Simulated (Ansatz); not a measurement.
Molecule: C2H7GeO (charge 0, doublet). It need not be the lowest isomer of its formula. 
Structure (B3LYP-D3(BJ)/def2-TZVP (Ansatz, a quantum-chemistry and plane-wave program) minimum search):
```
C
O 1 1.3641
H 1 1.0887 2 117.00
C 1 1.4820 3 120.65 2 149.61
H 4 1.0909 1 110.41 3 34.69
H 4 1.0936 5 108.53 1 -121.81
H 4 1.1005 5 107.82 6 -115.44
Ge 2 1.8038 1 119.20 3 -36.49
H 8 1.5312 2 104.00 1 171.22
H 8 1.5375 9 112.63 2 -117.37
H 8 1.5399 9 112.50 10 -126.14
```
Charge 0, spin multiplicity 2.

Basis-set convergence of Hartree-Fock and CCSD correlation energies (hartree) with Ansatz. Correlated levels leave the core frozen unless marked. Open shells are spin-unrestricted. No spin-orbit coupling. The frozen core is the preceding noble-gas configuration, with the filled d and f shells of earlier blocks. Non-relativistic.

```csv
basis,functions,E(HF),"E(corr, CCSD)"
cc-pVDZ,104,-2229.97549,-0.60000
cc-pVTZ,231,-2230.10051,-0.72738
cc-pVQZ,443,-2230.11634,-0.76768
```

Extrapolating the two largest sets (X = 3 and 4) as X^-3: E(corr) = (64·(-0.76768) - 27·(-0.72738))/37 = -0.7971 Eh, an estimate of the basis-set limit. The largest set recovers 96.3 % of it, the smallest 75.3 %.
